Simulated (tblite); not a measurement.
C8H9O (doublet state).
Numbering: `[CH3:1][CH2:2][O:3][c:4]1[c:5][cH:6][cH:7][cH:8][cH:9]1` (hydrogens: H10, H11, H12 on C1; H13, H14 on C2; H15 on C6; H16 on C7; H17 on C8; H18 on C9)
Bond orders are those of one Lewis drawing.

Computed with GFN2-xTB (tblite), gas phase: L-BFGS steps from a force-field or distance-geometry start until the largest atomic force falls under 0.01 eV/Å.

Step 3: E = -698.5813 eV
```
atom  x, y, z in Å  |  force x, y, z in eV/Å
C1      2.7394   -1.2803    1.4296    0.002   0.028  -0.011
C2      1.4227   -1.2315    0.6752   -0.056  -0.018  -0.062
O3      0.9977    0.1173    0.5837    0.098   0.046   0.057
C4     -0.1693    0.3502   -0.0621    0.043  -0.017   0.054
C5     -0.9791   -0.6017   -0.6319   -0.046   0.067  -0.057
C6     -2.1473   -0.3271   -1.2767    0.003   0.046   0.017
C7     -2.5613    1.0023   -1.3619   -0.006   0.085   0.042
C8     -1.7812    1.9987   -0.7960    0.003  -0.142  -0.013
C9     -0.6012    1.6825   -0.1544    0.026   0.162   0.034
H10     2.6120   -0.8686    2.4246   -0.009   0.023   0.084
H11     3.4870   -0.6915    0.9083    0.053   0.016  -0.032
H12     3.0824   -2.3084    1.5095   -0.012   0.020  -0.014
H13     0.6619   -1.8187    1.2078   -0.046  -0.026  -0.086
H14     1.5519   -1.6439   -0.3362   -0.096  -0.020   0.030
H15    -2.7543   -1.1062   -1.7150    0.046  -0.014   0.028
H16    -3.4885    1.2488   -1.8557   -0.022  -0.036  -0.043
H17    -2.0971    3.0331   -0.8546    0.028  -0.107   0.001
H18     0.0154    2.4511    0.2940   -0.009  -0.112  -0.029
```

Step 4: E = -698.5834 eV
```
atom  x, y, z in Å  |  force x, y, z in eV/Å
C1      2.7398   -1.2793    1.4297   -0.024   0.024  -0.007
C2      1.4227   -1.2321    0.6748   -0.049   0.019  -0.023
O3      0.9988    0.1167    0.5840    0.069   0.070   0.047
C4     -0.1689    0.3514   -0.0607    0.058   0.005   0.048
C5     -0.9797   -0.5972   -0.6327   -0.024  -0.010  -0.042
C6     -2.1482   -0.3254   -1.2768    0.036   0.017   0.033
C7     -2.5617    1.0028   -1.3611   -0.053   0.033  -0.001
C8     -1.7815    1.9959   -0.7965    0.075  -0.031   0.045
C9     -0.6004    1.6838   -0.1539   -0.039   0.033  -0.013
H10     2.6118   -0.8684    2.4258   -0.004   0.019   0.053
H11     3.4878   -0.6916    0.9077    0.045   0.021  -0.026
H12     3.0817   -2.3072    1.5090    0.001  -0.001  -0.007
H13     0.6610   -1.8187    1.2050   -0.056  -0.039  -0.054
H14     1.5491   -1.6439   -0.3351   -0.069  -0.038  -0.025
H15    -2.7526   -1.1057   -1.7139    0.023  -0.036   0.011
H16    -3.4877    1.2475   -1.8560   -0.051  -0.015  -0.052
H17    -2.0961    3.0296   -0.8545    0.012  -0.066  -0.004
H18     0.0152    2.4482    0.2933    0.050  -0.005   0.017
```

**Question.** Estimate the geometry and energy of step 5. (The exact step hangs on the optimiser's Hessian estimate; all steps are aligned on step 4, rigid shifts and turns removed.)

**Answer.** E = -698.5847 eV, largest force 0.082 eV/Å
```
atom  x, y, z in Å  |  force x, y, z in eV/Å
C1      2.7396   -1.2783    1.4297   -0.020   0.016   0.000
C2      1.4220   -1.2321    0.6743   -0.026   0.034   0.005
O3      1.0007    0.1175    0.5850    0.024   0.057   0.024
C4     -0.1678    0.3526   -0.0590    0.029  -0.026   0.014
C5     -0.9801   -0.5946   -0.6338    0.056  -0.017   0.014
C6     -2.1484   -0.3240   -1.2764    0.013  -0.004   0.015
C7     -2.5631    1.0034   -1.3607   -0.024   0.015   0.003
C8     -1.7803    1.9941   -0.7959    0.003  -0.004   0.010
C9     -0.6005    1.6845   -0.1538    0.019  -0.026   0.017
H10     2.6116   -0.8680    2.4275    0.000   0.009   0.008
H11     3.4891   -0.6913    0.9069    0.014   0.010  -0.006
H12     3.0813   -2.3064    1.5085    0.002   0.002  -0.003
H13     0.6594   -1.8194    1.2023   -0.054  -0.031  -0.034
H14     1.5460   -1.6447   -0.3349   -0.050  -0.033  -0.045
H15    -2.7512   -1.1060   -1.7130    0.019  -0.034   0.008
H16    -3.4880    1.2465   -1.8572   -0.063   0.003  -0.052
H17    -2.0953    3.0262   -0.8545    0.000  -0.009  -0.005
H18     0.0162    2.4465    0.2933    0.059   0.035   0.028
```

The energy changes by -0.0013 eV. The first-order estimate −F·Δx gives -0.0019 eV and the mean of the old and new forces, exact on a quadratic surface, -0.0013 eV. The step makes an angle of 39° with the force vector and moves no atom by more than 0.004 Å.

The cost below is that of the whole relaxation. The run took 0.21 s of wall time on one thread, AMD EPYC 9B14 (x86_64), no GPU (shared host).
